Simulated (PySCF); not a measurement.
## Electronic absorption of C2H9F2NSi2

Species: C₂H₉F₂NSi₂.
Geometry (GFN2-xTB, Å), atoms numbered from 1 in this order:
```
atom  x, y, z in Å
C1    -0.0820   -2.1226   -2.1377
Si2   -0.6809   -0.4241   -1.5694
F3    -0.0068    0.7115   -2.4940
N4    -0.1314   -0.0954    0.0345
Si5    0.2523    1.4543    0.7083
C6     0.4479    1.1306    2.5863
F7     0.7486    2.3128    3.2336
H8    -0.4899   -2.3652   -3.1138
H9     1.0012   -2.1502   -2.2194
H10   -0.3840   -2.9090   -1.4534
H11   -2.1100   -0.1900   -1.7259
H12   -0.0239   -0.8967    0.6334
H13    1.5146    1.9780    0.1845
H14   -0.8600    2.3776    0.4856
H15    1.2631    0.4420    2.8241
H16   -0.4663    0.7553    3.0534
```

The calculation used TDDFT CAM-B3LYP/def2-SVPD, vertical, gas phase, core orbitals frozen in the response (PySCF 2.14.0, density-fitted response routines).

```csv
state,E (eV),E (hartree),f,"main configurations (H = HOMO, L = LUMO)"
S1,6.64,0.2438,0.0093,H→L (86%)
S2,7.21,0.2651,0.0051,"H→L+1 (49%), H→L+3 (25%), H→L+2 (9%)"
S3,7.52,0.2765,0.022,"H-1→L (35%), H-1→L+1 (27%), H→L+2 (8%)"
S4,7.61,0.2797,0.020,"H→L+2 (42%), H→L+1 (14%), H-1→L (13%)"
S5,7.83,0.2879,0.029,"H→L+3 (26%), H→L+4 (23%), H→L+1 (13%)"
S6,8.12,0.2983,0.031,"H-1→L+1 (56%), H-1→L (22%), H-1→L+2 (13%)"
S7,8.20,0.3015,0.078,"H→L+4 (38%), H→L+3 (22%), H→L+2 (11%)"
S8,8.58,0.3153,0.010,"H→L+6 (40%), H-2→L (15%), H→L+5 (12%)"
```

Triplets, Tamm–Dancoff:

```csv
state,E (eV),λ (nm),"main configurations (H = HOMO, L = LUMO)"
T1,6.29,197.1,H→L (81%)
T2,6.96,178.1,"H→L+1 (41%), H→L+3 (25%)"
T3,7.03,176.3,"H-1→L (35%), H-1→L+1 (33%)"
```

The lowest singlet comes at 187 nm (640 kJ/mol) in the vacuum ultraviolet; it is weak; its leading configuration is HOMO→LUMO (86%). The strongest level in the table is S7 at 8.20 eV (151 nm, f = 0.078). Löwdin shares by element: HOMO nitrogen 51%, silicon 20%, hydrogen 6% or more (atoms not listed hold the other 22%); LUMO silicon 30%, hydrogen 16% or more, carbon 10% or more (atoms not listed hold the other 45%). Weighted by f, the mean energy of these states is 7.93 eV. Of the 8 states listed, 6 reach f = 0.01 and none stays under 0.0005. The listed states span 1.94 eV, and the widest gap between neighbours is 0.58 eV (S1 to S2). The window holds the lowest 8 singlets.

One conformer stands for the species.

Without π bonds the low states are Rydberg-like; a valence basis with one diffuse set may place them up to an eV too high.
